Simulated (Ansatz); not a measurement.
Gas-phase electronic energies from Ansatz, PBE0-D4/def2-TZVP geometries. CCSD(T)/CBS adds triple-zeta CCSD(T) − MP2 to the extrapolated MP2 energy (def2 sets, frozen cores). This one scheme is used for every species. Functionals use def2-TZVPP. B3LYP here is the variant with VWN-RPA as its local correlation; programs differ in this. One conformer a species, not always the lowest.

Reaction (cleavage of the Si–B bond): `[SiH3]B1CO1` + `OB(S)S` → `[SiH3]OB(S)S` + `B1CO1`

CCSD(T)/CBS gives -95.4 kJ/mol.

**Question.** Another level gave -92.8 kJ/mol. Which?
A. r2SCAN-D4/def2-TZVPP
B. SCS-MP2/def2-TZVPP
C. B3LYP-D4/def2-TZVPP
D. CCSD(T)/def2-TZVPP

**Answer.** D. CCSD(T)/def2-TZVPP -92.8, B3LYP-D4 -97.2, r2SCAN-D4 -88.4, SCS-MP2/def2-TZVPP -103.1 kJ/mol.

Largest T1 diagnostic among the species: 0.016.

The D4 term adds −5.2 kJ/mol with B3LYP and −2.9 kJ/mol with PBE0; it sums over pairs of atoms, weighted by their polarisabilities, and B3LYP, whose exchange is more repulsive, gets the larger term. From PBE to PBE0 (25 % exact exchange), in def2-TZVPP and without D4, ΔE moves by −7.6 kJ/mol.
